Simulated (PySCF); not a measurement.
Job file and geometry (Å, from GFN2-xTB) of an NMR shielding run on SMILES C=CC[Si@H](/C=C/C)NC, C₇H₁₅NSi, PySCF, GIAO PBE0/pcSseg-1 NMR shielding, non-relativistic, gas phase; density fitting, a coarse starting grid and PySCF grid level 2 are the driver's defaults:

```
$ OMP_NUM_THREADS=1 python probes_run.py task.json out

{"job": {"kind": "nmr", "xc": "PBE0", "basis": "pcSseg-1"}, "charge": 0, "multiplicity": 1}
C     -1.408252    -2.360305     0.744721
C     -1.981950    -1.216012     0.414650
C     -1.969323    -0.624840    -0.945565
Si    -0.576501     0.678284    -1.109361
C      1.079976    -0.191781    -0.863134
C      1.607467    -0.471679     0.322746
C      2.902764    -1.179248     0.542963
N     -0.942621     1.924606     0.022645
C     -0.069483     3.055542     0.228960
H     -0.907981    -2.969955     0.010321
H     -1.417782    -2.738306     1.752917
H     -2.477219    -0.624488     1.175238
H     -1.793356    -1.399668    -1.689113
H     -2.928398    -0.159980    -1.164848
H     -0.596357     1.317366    -2.434193
H      1.635918    -0.499324    -1.741900
H      1.086176    -0.185058     1.228317
H      2.733991    -2.101323     1.099730
H      3.578093    -0.558771     1.132366
H      3.381988    -1.421612    -0.402904
H     -1.426964     1.671253     0.870231
H      0.337354     3.357374    -0.733144
H      0.769973     2.825638     0.894802
H     -0.629246     3.892049     0.651112
```

Task: Write the output of this run.

Result: 
```
coarse grid: 19592 points
cycle   1  E = -619.2822551561  dE =  8.392e-01  |g| = 5.863e-01  |ddm| = 4.282e+00
cycle   2  E = -619.2614042781  dE =  2.085e-02  |g| = 6.687e-01  |ddm| = 1.160e+00
cycle   3  E = -619.3700266533  dE = -1.086e-01  |g| = 6.813e-02  |ddm| = 6.719e-01
cycle   4  E = -619.3707843407  dE = -7.577e-04  |g| = 3.356e-02  |ddm| = 8.238e-02
cycle   5  E = -619.3710345179  dE = -2.502e-04  |g| = 6.373e-03  |ddm| = 3.409e-02
cycle   6  E = -619.3710433365  dE = -8.819e-06  |g| = 2.860e-03  |ddm| = 9.319e-03
final grid: 181960 points
cycle   7  E = -619.4226954097  dE = -4.336e-05  |g| = 1.143e-02  |ddm| = 3.434e-02
cycle   8  E = -619.4226672436  dE =  2.817e-05  |g| = 1.569e-02  |ddm| = 2.309e-02
cycle   9  E = -619.4227273075  dE = -6.006e-05  |g| = 2.359e-03  |ddm| = 1.410e-02
cycle  10  E = -619.4227287435  dE = -1.436e-06  |g| = 2.730e-04  |ddm| = 2.168e-03
cycle  11  E = -619.4227287579  dE = -1.444e-08  |g| = 1.312e-04  |ddm| = 3.407e-04
cycle  12  E = -619.4227287613  dE = -3.423e-09  |g| = 3.740e-05  |ddm| = 1.243e-04
cycle  13  E = -619.4227287617  dE = -3.179e-10  |g| = 9.467e-06  |ddm| = 4.825e-05
converged SCF energy = -619.4227287617

GIAO shielding tensors (ppm)
atom      isotropic    diamagn.    paramagn.     s11        s22        s33       span
  0 C       65.178     255.806    -190.628    -45.756     82.785    158.506    204.262
  1 C       47.560     259.883    -212.323    -74.901     52.892    164.688    239.589
  2 C      161.893     255.441     -93.548    148.885    160.105    176.690     27.804
  3 Si     376.220     883.740    -507.520    340.719    367.142    420.800     80.081
  4 C       57.116     265.530    -208.414    -45.637     65.284    151.702    197.340
  5 C       29.682     259.630    -229.948    -96.963     22.511    163.497    260.460
  6 C      160.243     248.309     -88.066    146.726    147.877    186.126     39.400
  7 N      251.276     328.355     -77.079    223.020    253.446    277.363     54.343
  8 C      154.715     243.062     -88.346    131.893    146.397    185.856     53.963
  9 H       26.774      33.463      -6.689     22.371     26.778     31.172      8.801
 10 H       26.508      31.297      -4.789     23.014     26.368     30.141      7.127
 11 H       25.883      34.323      -8.440     23.517     25.381     28.750      5.232
 12 H       30.371      33.092      -2.721     26.772     28.374     35.965      9.192
 13 H       29.849      31.068      -1.220     26.485     27.388     35.673      9.188
 14 H       26.859      31.358      -4.499     23.150     25.294     32.134      8.984
 15 H       26.223      35.340      -9.117     24.620     25.987     28.062      3.442
 16 H       25.555      38.584     -13.029     21.755     24.660     30.250      8.494
 17 H       29.569      29.494       0.074     25.612     28.143     34.951      9.339
 18 H       29.618      28.526       1.092     25.917     27.599     35.338      9.422
 19 H       29.897      29.961      -0.063     26.564     29.172     33.956      7.393
 20 H       31.860      37.793      -5.934     22.359     32.007     41.214     18.855
 21 H       29.308      29.035       0.273     25.564     27.002     35.358      9.794
 22 H       28.942      30.820      -1.878     22.964     28.230     35.631     12.668
 23 H       28.906      27.272       1.635     23.489     26.639     36.590     13.101
```

Task: Turn these shieldings into chemical shifts. δ = σ(ref) − σ, references computed at the same level: ¹³C (186.93 ppm) and ²⁹Si (349.16 ppm) and ¹H (31.72 ppm) against TMS; ¹⁵N (267.73 ppm) against NH3.

Result: Averaging equivalent atoms: C 5: 157.2; C 1: 139.4; C 4: 129.8; C 0: 121.7; C 8: 32.2; C 6: 26.7; C 2: 25.0; Si 3: -27.1; N 7: 16.5; H 16: 6.16; H 11: 5.83; H 15: 5.49; H 10: 5.21; H 9: 4.94; H 14: 4.86; H 21/22/23: 2.67; H 17/18/19: 2.02; H 13: 1.87; H 12: 1.35; H 20: -0.14 ppm. Experimental scales use liquid or dissolved standards, which lie at an offset from isolated NH3 (liquid NH3: subtract about 20 ppm).

Size and cost of the density-fitted run: 235 basis functions, 110 s wall time on 1 thread of an Arm Neoverse N1, shared host; peak memory 1.1 GiB.
